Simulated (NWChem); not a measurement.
**Spin states of Ga**

```xyz
1

Ga     0.0000     0.0000     0.0000
```
Charge 0, spin multiplicity 2.

Program: NWChem.

Basis set: def2-TZVP. The gap is E(quartet) − E(doublet), so a negative value puts the higher spin lower. Open shells are unrestricted. The quartet is the single determinant that the SCF runs reached, with unpaired electrons in orbitals of symmetry ag and b2u and b3u (D2h labels); it need not be the lowest quartet, which in molecules with degenerate π orbitals can need several determinants. Where the lowest doublet needs several determinants, the single determinant used here isn't a pure state and places it wrongly.

The Hamiltonian is non-relativistic. B3LYP has NWChem's definition, with VWN1-RPA local correlation. No SCF solution was tested for a lower state. Open-shell Hartree-Fock references start from PBE0 orbitals.

Problem. One of these methods gave a vertical doublet-quartet gap of 114.1 kcal/mol. Which?
A) HF
B) PBE
C) TPSS
D) B3LYP

Solution. D, B3LYP. The others give 110.8 (PBE), 106.0 (TPSS), 71.2 (HF).
